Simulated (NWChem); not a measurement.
**A calculation on F₂Ge**

```xyz
3

Ge     0.0000     0.0000    -0.4160
F      1.3105     0.0000     0.7395
F     -1.3105     0.0000     0.7395
```
Charge 0, spin multiplicity 1.

Everything below was run with NWChem. All single points use one geometry, from PBE0/def2-SVP, a minimum by its harmonic frequencies.

Symmetry labels belong to the abelian group C2v used in the runs, with the axes of the coordinates shown.

The Hamiltonian is non-relativistic. The structure started from a generated list of species.

List the lowest 6 singlet excitations that TD-PBE/def2-SVPD gives, with oscillator strengths.


| state | symmetry | energy (eV) | wavelength (nm) | f |
|---|---|---|---|---|
| 1 | b2 | 5.19 | 239 | 0.082 |
| 2 | a2 | 5.88 | 211 | 0.000 |
| 3 | b1 | 6.72 | 184 | 0.001 |
| 4 | b2 | 6.99 | 177 | 0.023 |
| 5 | a1 | 7.45 | 166 | 0.000 |
| 6 | a2 | 7.77 | 160 | 0.000 |
